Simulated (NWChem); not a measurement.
# Relativistic effects in ClI

```xyz
2

Cl     0.0000     0.0000     2.0404
I      0.0000     0.0000    -0.6545
```
Charge 0, spin multiplicity 3.

Program: NWChem. Structure: optimised with UPBE0/def2-SVP with def2 effective core potentials on I, a minimum by its harmonic frequencies.

Functional B3LYP, all-electron basis x2c-SVPall-2c, contracted for the X2C Hamiltonian and used here with ZORA. The ion keeps the geometry and has multiplicity 2 in the scalar run; the spin-orbit run starts from the same electron counts.

The cost column gives rough processor time relative to scalar ZORA; each entry includes its own SCF.

B3LYP has NWChem's definition, with VWN1-RPA local correlation. The spin multiplicity of the parent species was assumed, not shown to be that of its ground state. The structure started from a generated list of species. No SCF solution was tested for a lower state.

```tsv
Hamiltonian	ΔSCF ionisation energy (eV)	relative cost
scalar ZORA	9.67	1
spin-orbit ZORA	[?]	under 3
```

What belongs in the gaps?


- spin-orbit ZORA, ΔSCF ionisation energy (eV): 9.50
